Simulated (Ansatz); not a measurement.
Reaction (redistribution): `[NH2][AlH][BH]F` + `C=C([SiH3])[NH][AlH2]` → `C=C([SiH3])NBF` + `[NH2][AlH][AlH2]`

Calculated with Ansatz (gas phase, PBE0-D4/def2-TZVP geometries, no zero-point term in ΔE). CCSD(T)/CBS is the MP2 limit (def2-TZVPP, def2-QZVPP) plus CCSD(T) − MP2 in def2-TZVPP, frozen cores. Functionals use def2-TZVPP. B3LYP here is the variant with VWN-RPA as its local correlation; programs differ in this. One conformer a species, not always the lowest.

| level | ΔE (kcal/mol) |
| --- | --- |
| PBE0-D4 | -21.1 |
| B3LYP-D4 | -18.1 |
| ωB97X-V | -18.8 |
| SCS-MP2/def2-TZVPP | -17.9 |

Problem. What does CCSD(T)/CBS give? (Estimate.)

Solution. Ansatz gave: -18.7 kcal/mol. The listed levels differ from it by -2.4, 0.6, -0.1, 0.8 kcal/mol.

Largest T1 diagnostic among the species: 0.014.

From PBE to PBE0 (25 % exact exchange), in def2-TZVPP and without D4, ΔE moves by −1.0 kcal/mol. In def2-TZVPP, CCSD(T) changes the Hartree–Fock value by +1.7 kcal/mol (the triples alone add +0.3 kcal/mol) and MP2 by +2.8 kcal/mol. The D4 term adds +0.8 kcal/mol with B3LYP and +0.4 kcal/mol with PBE0; it sums over pairs of atoms, weighted by their polarisabilities, and B3LYP, whose exchange is more repulsive, gets the larger term.
